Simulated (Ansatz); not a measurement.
Reactions of CH3BOS, SMILES `SC1BO1`.

Program: Ansatz. Geometries: PBE0-D4/def2-TZVP. ΔE: electronic, gas phase. CCSD(T)/CBS adds triple-zeta CCSD(T) − MP2 to the extrapolated MP2 energy (def2 sets, frozen cores). This one scheme is used for every species, atoms too. Functionals use def2-TZVPP. B3LYP here is the variant with VWN-RPA as its local correlation; programs differ in this. Open shells (•) are unrestricted, without spin–orbit coupling. Spin–orbit coupling would lower the free atoms: a little for B, C, O, S. Bonds to Br, Se are less sure, by a few kJ/mol each and by 10 to 20 or more in all where they break to atoms, as the def2 sets lack core-valence functions. Scalar relativity is left out up to krypton. Each species was taken in one conformer, which may not be the lowest.

| reaction | B3LYP-D4 (kJ/mol) |
| --- | --- |
| `SC1BO1` → `B1OCS1` | -144 |
| `SC1BO1` + HBr → `BrC1BO1` + H₂S | 13 |
| `SC1BO1` → B• + C• + 3 H• + O• + S• | 2621 |
| `SC1BO1` → `OBC=S` | -102 |
| `SC1BO1` + H₂Se → `[SeH]C1BO1` + H₂S | 0 |
| `SC1BO1` → `OB1CS1` | -180 |
| `SC1BO1` → `BSC=O` | -52 |

**Question.** Give the CCSD(T)/CBS values in the same order. (Best estimate.)

**Answer.** Ansatz gave: -153, 12, 2613, -106, -2, -185, -41 kJ/mol.

Largest T1 diagnostic: 0.018, for `BSC=O`.
